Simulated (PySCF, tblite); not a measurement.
Isomers of C3H7PSi, one GFN2-xTB conformer each. Single-point energies are computed at PBE0/pcSseg-1 (PySCF, gas phase, no added dispersion term), electronic only.

Question: Rank them by PBE0/pcSseg-1 energy, lowest first (kJ/mol).
A. `CC1=C([SiH3])P1`
B. `[CH3:1][SiH2:2][P:3]1[CH:4]=[CH:5]1` with C1–Si2–P3–C4 159°
C. `[CH:1]#[C:2][Si@H:3]([CH3:4])[PH2:5]` with C2–Si3–P5–H -163° and -70°
D. `C[SiH](C)C#P`

Answer: D (0.0), C (77.4), A (125.7), B (138.9).

As drawn, the highest has a three-membered ring and a C=C bond outside aromatic rings, which the lowest lacks. GFN2-xTB itself gives, in the same order: 1.3, 23.8, 0.0, 58.8. GFN2-xTB puts CC1=C([SiH3])P1 lowest instead; measured from each level's own lowest isomer, the values differ by up to 125.7 kJ/mol (CC1=C([SiH3])P1: 0.0 against 125.7).

Q: Which frontier levels, dipoles and rotational constants go with these structures?

A: 
| SMILES | HOMO (eV, PBE0/pcSseg-1) | LUMO (eV) | dipole (D) | A, B, C (MHz) |
| --- | --- | --- | --- | --- |
| C[SiH](C)C#P | -7.75 | -1.56 | 1.11 | 5163, 1555, 1299 |
| C#C[Si@H](C)P | -7.45 | -0.16 | 0.88 | 3625, 2108, 1481 |
| CC1=C([SiH3])P1 | -6.64 | -0.49 | 1.90 | 4248, 2023, 1420 |
| C[SiH2]P1C=C1 | -6.22 | -0.49 | 1.10 | 8117, 1747, 1614 |

Q: What happens when harmonic zero-point energies from GFN2-xTB frequencies are added?

A: 
```json
{"SMILES": "C[SiH](C)C#P", "ZPE (kJ/mol)": "229.6", "electronic (kJ/mol)": "0.0", "with ZPE (kJ/mol)": "0.0"}
{"SMILES": "C#C[Si@H](C)P", "ZPE (kJ/mol)": "212.4", "electronic (kJ/mol)": "77.4", "with ZPE (kJ/mol)": "60.1"}
{"SMILES": "CC1=C([SiH3])P1", "ZPE (kJ/mol)": "209.0", "electronic (kJ/mol)": "125.7", "with ZPE (kJ/mol)": "105.1"}
{"SMILES": "C[SiH2]P1C=C1", "ZPE (kJ/mol)": "216.4", "electronic (kJ/mol)": "138.9", "with ZPE (kJ/mol)": "125.6"}
```

The zero-point energies span 20.6 kJ/mol. The order is unchanged.
